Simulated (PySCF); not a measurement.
Compounds:

A. `C=C([SiH2]N)N(C)CC#CC`
B. SMILES CCc1c(C)nn([SiH3])c1C
C. `O=C(Cl)c1cccc(F)c1`

Spectrum 1. ¹H NMR (400 MHz, computed): δ 5.18 (s, 3H), 2.48 (q, 2H), 2.41 (s, 3H), 2.34 (s, 3H), 1.04 (t, 3H). ¹³C{¹H} NMR (computed): δ 154.3 (C), 146.2 (C), 126.9 (C), 20.9 (CH2), 19.1 (CH3), 14.7 (CH3), 11.6 (CH3).

Spectrum 2. ¹H NMR (400 MHz, computed): δ 8.44 (m, 1H), 8.27 (d, 1H), 7.79 (m, 1H), 7.67 (m, 1H). ¹³C{¹H} NMR (computed): δ 176.1 (C), 172.6 (C), 138.7 (C), 135.8 (CH), 133.0 (CH), 129.4 (CH), 127.9 (CH).

Spectrum 3. ¹H NMR (400 MHz, computed): δ 4.86 (s, 2H), 4.14 (m, 1H), 4.06 (m, 1H), 3.77 (s, 2H), 2.74 (s, 3H), 2.03 (s, 3H), 0.74 (br s, 2H). ¹³C{¹H} NMR (computed): δ 159.8 (C), 94.2 (CH2), 87.5 (C), 84.7 (C), 45.0 (CH2), 37.3 (CH3), 4.6 (CH3).

[PySCF 2.14.0 with density-fitted response routines: GFN2-xTB geometry; NMR shieldings at PBE0/pcSseg-1/GIAO; a single conformation; one averaged value for each set of equivalent atoms; relativity neglected; in vacuum]

References, each an isolated molecule treated in the same way: TMS for ¹H, ¹³C. Splittings of carbon signals by F and P are missing where no couplings were computed. Where no couplings were computed, multiplicities follow the n + 1 count of equivalent neighbours, and m marks all less simple cases (inequivalent or close neighbours, rings, F or P nearby). Shifts are as computed. Against solution values, carbons near 30 ppm lie about +3 ppm off and those near 130 ppm about +5 ppm; carbons on Cl a further +6 ppm. Of 1211 compounds with measured shifts, 218 miss one by over three times the rms of a fit or turn the order of signals round; such compounds aren't used in these exercises. Carbons bonded to Cl come out too deshielded. OH and NH positions are gas-phase values without hydrogen bonding to other molecules.

Question: Match each spectrum to its structure.

Answer: 1–B, 2–C, 3–A.

- Spectrum 1 (B): 7 ¹³C signals; δC 20.9 is an sp3 CH2 on an aromatic ring; δC 19.1 is a methyl carbon.
- Spectrum 2 (C): 7 ¹³C signals; δC 172.6 is an aromatic carbon bearing fluorine; δC 135.8 is an aromatic CH.
- Spectrum 3 (A): 7 ¹³C signals; δC 159.8 is an alkene carbon bearing nitrogen; δC 94.2 is a β carbon of an enol-ether or enamine type C=C.
